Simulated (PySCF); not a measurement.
Electronic structure of Ir³⁺ (iridium, charge +3) at the UHF level

Configuration: [Xe] 4f14 5d6, high-spin 5D determinant. Computed with PySCF 2.14 in aug-cc-pwCVDZ-PP with ECP60MDF (6s6p5d3f, 70 functions), with scalar relativity through the core potential.

| Quantity | Value |
| --- | --- |
| Total energy | -101.755291 hartree |
| One-electron energy | -161.4437 hartree |
| Hartree (Coulomb) energy | 68.7021 hartree |
| Exchange energy | -9.0137 hartree |
| ⟨S²⟩ | 6.0029 |
| ⟨L²⟩ | 6.032 |
| Sum of ⟨r⟩ | 18.26 bohr |
| Sum of ⟨r²⟩ | 27.42 bohr² |
| Traceless quadrupole moment −½Σ⟨3z² − r²⟩ along its main axis | 0.690 e·bohr² |
| Time after the integrals | 0.41 s of wall time on 1 thread of Neoverse-V2 (shared host) |

| shell | electrons | mean orbital energy (eV) | spread (eV) | rms radius, mean of both spins (bohr) |
| --- | --- | --- | --- | --- |
| 5s α | 1 | -149.22 | 0 | 1.06 |
| 5s β | 1 | -142.97 | 0 | 1.06 |
| 5p α | 3 | -102.36 | 1.609 | 1.21 |
| 5p β | 3 | -93.689 | 1.080 | 1.21 |
| 5d α | 5 | -44.753 | 1.931 | 1.65 |
| 5d β | 1 | -40.586 | 0 | 1.65 |

Energies and moments cover only the electrons outside the core potential. Spin-orbit coupling, absent here, splits the open shell strongly.
